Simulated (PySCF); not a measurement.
Coordinates in bohr (charge 0 multiplicity 2):
```
I     0.0000    0.0000   -0.3910
O     2.7677    0.0000    1.5550
O    -2.7677    0.0000    1.5550
```

Computed with UPBE0/[I def2-TZVP with ECP28, O def2-TZVP], scalar-relativistic core potentials, density fitting, no spin–orbit coupling, PySCF.

This geometry of IO₂ is a stationary point at this level.

**Question.** What is the point group?

**Answer.** C2v.

**Question.** Is it a minimum?

**Answer.** Yes: all harmonic wavenumbers are real.

**Question.** What are the dipole moment and the gap between the highest occupied and lowest empty levels of either spin?

**Answer.** 3.78 D and 3.27 eV.

**Question.** What is the atomisation energy, with and without zero-point energy?

**Answer.** 488 kJ/mol without, 477 kJ/mol with.

Other isomers or separated fragments may lie lower. Spin–orbit coupling, left out here, can matter for elements this heavy.
